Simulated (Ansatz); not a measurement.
Total energies of BeTe2⁻ (the lowest doublet isomer of a short search) from Ansatz at PBE-D4/def2-TZVPD, gas phase (1 Eh = 27.2114 eV = 2625.5 kJ/mol). The reference geometry is relaxed at PBE-D4/def2-TZVPD.

```tsv
atom	x (Å)	y (Å)	z (Å)
Be1	0.000	-0.001	-0.001
Te2	0.385	1.552	-1.539
Te3	-0.385	-1.551	1.540
```

```csv
state,geometry,energy (Eh)
charge -1 doublet,reference,-550.90491
charge 0 triplet,reference,-550.79242
charge -1 quartet,relaxed at PBE-D4/def2-TZVPD,-550.83080
```

In the def2 sets Te takes a core potential; there is no spin–orbit coupling.

Problem. Work out the vertical ionisation energy to the triplet.

Solution. E(charge 0 triplet) − E(charge -1 doublet) = -550.79242 − (-550.90491) = 0.11249 Eh = 3.06 eV. For comparison, −ε of the highest occupied level of the spin that leaves is 0.76 eV at this level, 2.30 eV less.

Problem. Which of the charge -1 states is lowest, and how far above it are the others?

Solution. The doublet. quartet: -550.83080 − (-550.90491) = 0.07411 Eh = 194.6 kJ/mol. The quartet differs in its bonds from the reference.

At PBE-D4/def2-TZVPD the gap within one spin of the charge -1 doublet nearly closes, so an electron or hole may be smeared out by delocalisation error. At PBE-D4/def2-TZVPD the highest occupied level of the charge -1 quartet lies above zero (up to 0.57 eV). It is a level of α spin, whose loss leaves a triplet; that state wasn't run at this geometry and level. The electron is either unbound and held by the finite basis, or the level is raised by self-interaction error. 

The structure comes from a short search, and lower isomers may exist.
